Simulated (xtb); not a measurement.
Cl₂, charge +1, doublet, from a rough starting geometry (a state made from the parent by changing its charge; the spin is typed, not shown lowest); GFN2-xTB (xtb).

Here is a job for xtb.
```
$ xtb mol.xyz --gfn 2 --chrg 1 --uhf 1 --opt vtight --json

# file mol.xyz
2

Cl     0.04917972    -0.05945686    -1.00462034
Cl    -0.03839604     0.05598493     0.97716407
```

Predict the main parts of the log of this xtb run.


```
   ID    Z sym.   atoms
    1   17 Cl     1, 2

           -------------------------------------------------
          |                Calculation Setup                |
           -------------------------------------------------

           -------------------------------------------------
          |                 G F N 2 - x T B                 |
           -------------------------------------------------

          ...................................................
          :                      SETUP                      :
          :.................................................:
          :  # basis functions                  20          :
          :  # atomic orbitals                  18          :
          :  # shells                            6          :
          :  # electrons                        13          :
          :  max. iterations                   250          :
          :  Hamiltonian                  GFN2-xTB          :
          :  restarted?                      false          :
          :  GBSA solvation                  false          :
          :  PC potential                    false          :
          :  electronic temp.          300.0000000     K    :
          :  accuracy                    1.0000000          :
          :  -> integral cutoff          0.2500000E+02      :
          :  -> integral neglect         0.1000000E-07      :
          :  -> SCF convergence          0.1000000E-05 Eh   :
          :  -> wf. convergence          0.1000000E-03 e    :
          :  Broyden damping             0.4000000          :
          :  net charge                          1          :
          :  unpaired electrons                  1          :
          ...................................................

 iter      E             dE          RMSdq      gap      omega  full diag
   1     -8.4968124 -0.849681E+01  0.598E+00    3.73       0.0  T
   2     -8.4969124 -0.999206E-04  0.359E+00    3.74       1.0  T
   3     -8.4970002 -0.878266E-04  0.241E-01    3.76       1.0  T
   4     -8.4970087 -0.848365E-05  0.481E-02    3.78       1.5  T
   5     -8.4970090 -0.346850E-06  0.427E-03    3.78      16.6  T
   6     -8.4970090 -0.286185E-09  0.790E-05    3.78     895.1  T
   7     -8.4970090 -0.621725E-13  0.752E-06    3.78    9407.9  T

   *** convergence criteria satisfied after 7 iterations ***

         :::::::::::::::::::::::::::::::::::::::::::::::::::::
         ::                     SUMMARY                     ::
         :::::::::::::::::::::::::::::::::::::::::::::::::::::
         :: total energy              -8.496176916803 Eh    ::
         :: gradient norm              0.011878303166 Eh/a0 ::
         :: HOMO-LUMO gap              3.778973983770 eV    ::
         ::.................................................::
         :: SCC energy                -8.497009015444 Eh    ::
         :: -> isotropic ES            0.151846500446 Eh    ::
         :: -> anisotropic ES         -0.000102613040 Eh    ::
         :: -> anisotropic XC         -0.000845639089 Eh    ::
         :: -> dispersion             -0.000651746147 Eh    ::
         :: repulsion energy           0.000832098641 Eh    ::
         :: add. restraining           0.000000000000 Eh    ::
         :: total charge               1.000000000000 e     ::
         :::::::::::::::::::::::::::::::::::::::::::::::::::::

      -----------------------------------------------------------
     |                   =====================                   |
     |                        A N C O P T                        |
     |                   =====================                   |
     |               Approximate Normal Coordinate               |
     |                Rational Function Optimizer                |
      -----------------------------------------------------------
      -----------------------------------------------------------
     |                   =====================                   |
[...]
 * total energy  :    -8.4961769 Eh     change        0.1953993E-13 Eh
 * total energy  :    -8.4963837 Eh     change       -0.2068316E-03 Eh
 * total energy  :    -8.4963866 Eh     change       -0.2806182E-05 Eh
 * total energy  :    -8.4963879 Eh     change       -0.1325462E-05 Eh
 * total energy  :    -8.4963879 Eh     change       -0.4545875E-10 Eh
   *** GEOMETRY OPTIMIZATION CONVERGED AFTER 5 ITERATIONS ***
         :: total energy              -8.496387880071 Eh    ::
[...]
         :: -> anisotropic XC         -0.000294046364 Eh    ::
         :: -> dispersion             -0.000651970518 Eh    ::
         :: repulsion energy           0.001057372713 Eh    ::
         :: add. restraining           0.000000000000 Eh    ::
         :: total charge               1.000000000000 e     ::
         :::::::::::::::::::::::::::::::::::::::::::::::::::::

           -------------------------------------------------
          |                Property Printout                |
           -------------------------------------------------

    * Orbital Energies and Occupations

         #    Occupation            Energy/Eh            Energy/eV
      -------------------------------------------------------------
         1        2.0000           -1.3722544             -37.3409
         2        2.0000           -1.2951998             -35.2442
         3        2.0000           -0.8539479             -23.2371
         4        2.0000           -0.8091135             -22.0171
         5        2.0000           -0.8091135             -22.0171
         6        1.5000           -0.7348107             -19.9952
         7        1.5000           -0.7348107             -19.9952 (HOMO)
         8                         -0.5898849             -16.0516 (LUMO)
         9                         -0.3125561              -8.5051
        10                         -0.3125561              -8.5051
        11                         -0.3067325              -8.3466
        12                         -0.3067325              -8.3466
        13                         -0.3030211              -8.2456
        14                         -0.3030211              -8.2456
        15                         -0.2951156              -8.0305
        16                         -0.2951156              -8.0305
        17                         -0.2943642              -8.0101
        18                         -0.1637859              -4.4568
      -------------------------------------------------------------
                  HL-Gap            0.1449258 Eh            3.9436 eV
             Fermi-level           -0.6985793 Eh          -19.0093 eV

     #   Z          covCN         q      C6AA      α(0)
     1  17 Cl       0.978     0.500    85.456    14.143
     2  17 Cl       0.978     0.500    85.456    14.143

 Mol. C6AA /au·bohr⁶  :        341.825674
 Mol. C8AA /au·bohr⁸  :      14262.184441
 Mol. α(0) /au        :         28.285430

Wiberg/Mayer (AO) data.
largest (>0.10) Wiberg bond orders for each atom

 ---------------------------------------------------------------------------
     #   Z sym  total        # sym  WBO       # sym  WBO       # sym  WBO
 ---------------------------------------------------------------------------
     1  17 Cl   1.317 --     2 Cl   1.317
     2  17 Cl   1.317 --     1 Cl   1.317
 ---------------------------------------------------------------------------

Topologies differ in total number of bonds
Writing topology from bond orders to xtbtopo.mol

molecular dipole:
                 x           y           z       tot (Debye)
 q only:        0.010      -0.003      -0.026
   full:        0.010      -0.003      -0.026       0.071
molecular quadrupole (traceless):
                xx          xy          yy          xz          yz          zz
 q only:       -1.707      -0.013      -1.699      -0.227       0.298       3.406
  q+dip:       -2.240      -0.017      -2.230      -0.297       0.392       4.470
   full:       -2.694      -0.021      -2.683      -0.358       0.471       5.377

optimized geometry written to: xtbopt.xyz

           -------------------------------------------------
          | TOTAL ENERGY               -8.496387880071 Eh   |
          | GRADIENT NORM               0.000000016938 Eh/α |
          | HOMO-LUMO GAP               3.943631563527 eV   |
           -------------------------------------------------

normal termination of xtb
```
